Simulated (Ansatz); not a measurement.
A nudged elastic band was laid between two geometries of ClGaH₃N (6 atoms, charge 0, multiplicity 1).

Method: RKS PBE/def2-SVP (Ansatz).

```
movable images  : 7
climbing image  : yes
spring          : 5.0 eV/Å²
optimiser       : quadratic models (default)
start path      : straight line
force threshold : 0.03 eV/Å
iteration limit : 60
end points      : relaxed
```

First end point:

```xyz
6
Properties=species:S:1:pos:R:3
Ga 0.653 0.043 0.026
N 0.950 -0.026 1.814
H 0.202 -0.120 2.503
H 1.875 0.004 2.243
H 1.748 0.182 -1.075
Cl -1.444 -0.083 -0.524
```

Last end point:

```xyz
6
Properties=species:S:1:pos:R:3
Ga 0.353 -1.857 0.622
N 1.262 0.382 0.732
H 0.377 0.838 1.006
H 1.962 0.576 1.461
H 1.597 0.819 -0.138
Cl -1.567 -0.757 1.305
```

What changes between the two ends?

Bonds broken: Ga1–N2, Ga1–H5. Bonds formed: N2–H5. ClGaH3N becomes ClGa + H3N.

What energy profile does the band end with?

It converged. The highest image is number 4 of 0 to 8, 2.12 eV above the first end and 2.44 eV above the last; the last end lies 0.32 eV below the first. Neighbouring images differ by up to 1.3 eV, so the band resolves the path poorly. Another band between the same ends (7 images) ends at a top of the same energy, where a vibrational analysis finds 1 clearly imaginary mode. The orbitals stay closed-shell, which can raise the energy where a bond breaks towards radicals; this wasn't checked here.

```tsv
image	path coordinate (Å)	energy (eV)	Ga1–N2 (Å)	Ga1–H5 (Å)	N2–H5 (Å)
0	0.00	0.00	1.81	1.56	3.00
1	0.48	0.11	1.81	1.56	2.82
2	0.96	0.57	1.82	1.55	2.50
3	1.45	1.47	1.87	1.57	2.09
4	1.93	2.12	1.99	1.67	1.64
5	2.44	0.77	2.16	1.96	1.14
6	2.96	-0.15	2.39	2.57	1.03
7	3.47	-0.29	2.43	2.91	1.03
8	3.98	-0.32	2.42	3.05	1.03
```

What is the geometry of the highest image?


```xyz
6
Properties=species:S:1:pos:R:3
Ga 0.227 -0.894 0.075
N 1.173 0.335 1.327
H 0.912 1.149 1.915
H 2.102 0.000 1.625
H 1.522 0.107 -0.259
Cl -1.952 -0.696 0.306
```

The band took 10 iterations and of the order of 2.7 core-minutes.

Time of the run: 2.7 min on 1 thread of Arm Neoverse V1, on a shared host, peak memory 0.14 GiB.
